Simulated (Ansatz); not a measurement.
```yaml
crystal:
  periodic: [false, false, false]
  atoms:
    - {symbol: F, position_ang: [-3.138190, -1.562078, 0.556694]}
    - {symbol: C, position_ang: [-3.419914, -0.611956, -0.343573]}
    - {symbol: C, position_ang: [-2.854890, 0.716181, 0.105860]}
    - {symbol: F, position_ang: [-3.651863, 1.246497, 1.074273]}
    - {symbol: F, position_ang: [-3.011058, 1.637578, -0.991415]}
    - {symbol: C, position_ang: [-1.361439, 0.648118, 0.596192]}
    - {symbol: C, position_ang: [-0.456133, 0.215739, -0.526455]}
    - {symbol: C, position_ang: [0.973027, 0.418988, -0.004332]}
    - {symbol: F, position_ang: [1.298930, 1.694137, 0.154660]}
    - {symbol: C, position_ang: [2.058837, -0.124977, -1.029285]}
    - {symbol: C, position_ang: [3.163597, -0.663873, -0.157000]}
    - {symbol: F, position_ang: [4.296081, 0.044847, -0.246811]}
    - {symbol: F, position_ang: [3.419143, -1.978836, -0.410467]}
    - {symbol: C, position_ang: [2.603004, -0.469255, 1.278816]}
    - {symbol: O, position_ang: [1.192929, -0.362282, 1.079668]}
    - {symbol: H, position_ang: [-4.524727, -0.481134, -0.387857]}
    - {symbol: H, position_ang: [-2.986394, -0.845031, -1.296983]}
    - {symbol: H, position_ang: [-1.325659, 0.089962, 1.423355]}
    - {symbol: H, position_ang: [-1.202873, 1.793469, 0.830009]}
    - {symbol: H, position_ang: [-0.557814, 0.781410, -1.432288]}
    - {symbol: H, position_ang: [-0.592580, -0.887411, -0.746072]}
    - {symbol: H, position_ang: [1.640158, -0.927955, -1.664949]}
    - {symbol: H, position_ang: [2.469125, 0.688839, -1.656440]}
    - {symbol: H, position_ang: [2.769000, -1.342779, 1.879239]}
    - {symbol: H, position_ang: [3.004736, 0.413022, 1.776243]}
basis:
  gaussian: {orbitals: def2-mTZVPP, final_grid: {core_spheres: 20, valence_spheres: 16, degree: 47}}
total_charge: -1
magnetization: {spin_polarized: true, initial_magnetization: 1}
hamiltonian: {xc: {name: r2SCAN50}}
scf: {lower_state_search: off}
output: {forces: true}
```

```sh
$ ansatz run in.yaml --threads 6 --pin off --events-out ev --progress --plain --max-ram 7833MiB
```

It prints (some lines left out):

```
Functional definition: r2SCAN50
3346 factors; integrals over basis functions are off by at most 1.2e-3 eV
mean field evaluation 1: about -26788.9536 eV, gradient 4.0e1 eV
mean field evaluation 2: about -26791.0439 eV, gradient 3.4e1 eV
mean field evaluation 4: about -26795.1082 eV, gradient 3.8e0 eV
mean field evaluation 8: about -26795.3166 eV, gradient 6.0e-1 eV
mean field evaluation 16: about -26795.3333 eV, gradient 4.4e-2 eV
mean field evaluation 32: about -26795.3333 eV, gradient 9.7e-4 eV
mean field -26795.33334285 eV, -984.7103378205 hartree, gradient 9.8e-6 eV, S^2 0.751994; 0 other end points of the search recorded, 0 dependent functions left out
reference -26795.33335173 eV, -984.7103381466 hartree; 61, 60 occupied and 309, 310 virtual orbitals, 3346 factors
Total energy: -26795.33335173 eV, -984.7103381466 hartree
Atom 0 at    -3.138190    -1.562078     0.556694 Å, force     0.461902    -1.735308     1.331420 eV/Å
Atom 1 at    -3.419914    -0.611956    -0.343573 Å, force    -1.299731     3.204273    -0.845476 eV/Å
Atom 2 at    -2.854890     0.716181     0.105860 Å, force     0.371682    -1.388747    -0.042796 eV/Å
Atom 3 at    -3.651863     1.246497     1.074273 Å, force     0.292812     0.212875    -0.158994 eV/Å
Atom 4 at    -3.011058     1.637578    -0.991415 Å, force     0.592436    -0.688958     1.171501 eV/Å
Atom 5 at    -1.361439     0.648118     0.596192 Å, force    -2.637431     5.752489    -4.283147 eV/Å
Atom 6 at    -0.456133     0.215739    -0.526455 Å, force     1.720379    -0.629970     2.103828 eV/Å
Atom 7 at     0.973027     0.418988    -0.004332 Å, force    -0.366255    -3.134106    -3.706011 eV/Å
Atom 8 at     1.298930     1.694137     0.154660 Å, force     0.076382     1.974811     0.851329 eV/Å
Atom 9 at     2.058837    -0.124977    -1.029285 Å, force     0.526468     0.131309    -0.721286 eV/Å
Atom 10 at     3.163597    -0.663873    -0.157000 Å, force    -1.964225     0.884681     1.447557 eV/Å
Atom 11 at     4.296081     0.044847    -0.246811 Å, force     0.858516    -0.129271    -0.546306 eV/Å
Atom 12 at     3.419143    -1.978836    -0.410467 Å, force     0.348760     0.357257     0.113003 eV/Å
Atom 13 at     2.603004    -0.469255     1.278816 Å, force     0.420107    -0.917666    -0.665138 eV/Å
Atom 14 at     1.192929    -0.362282     1.079668 Å, force     0.031734     0.452823     1.288122 eV/Å
Atom 15 at    -4.524727    -0.481134    -0.387857 Å, force     0.733383    -0.387028    -0.171030 eV/Å
Atom 16 at    -2.986394    -0.845031    -1.296983 Å, force     0.138462    -0.488036    -0.450161 eV/Å
Atom 17 at    -1.325659     0.089962     1.423355 Å, force     0.263875    -2.004807     2.952200 eV/Å
Atom 18 at    -1.202873     1.793469     0.830009 Å, force     0.220006    -2.472513    -0.170285 eV/Å
Atom 19 at    -0.557814     0.781410    -1.432288 Å, force    -0.257604     0.341884    -0.319795 eV/Å
Atom 20 at    -0.592580    -0.887411    -0.746072 Å, force     0.097006     1.058639     0.125149 eV/Å
Atom 21 at     1.640158    -0.927955    -1.664949 Å, force    -0.034696     0.462339     0.368893 eV/Å
Atom 22 at     2.469125     0.688839    -1.656440 Å, force    -0.484061    -0.523009     0.349350 eV/Å
Atom 23 at     2.769000    -1.342779     1.879239 Å, force    -0.091980    -0.312341     0.340951 eV/Å
Atom 24 at     3.004736     0.413022     1.776243 Å, force    -0.017927    -0.021618    -0.362879 eV/Å
Dipole moment:     0.511368     0.204503    -0.027037 e Å
Checks for a lower state left out: stability, starts, cluster_reference, orbital_swaps, neighbouring_geometries, increment
```

Run time 27 s (6 threads of Intel Xeon 6975P-C on a shared host), peak host memory 2 GiB.

The highest occupied level of an anion often lies above zero with these methods, and sets without diffuse functions describe the outer electron poorly.

The dipole of an ion depends on the origin.
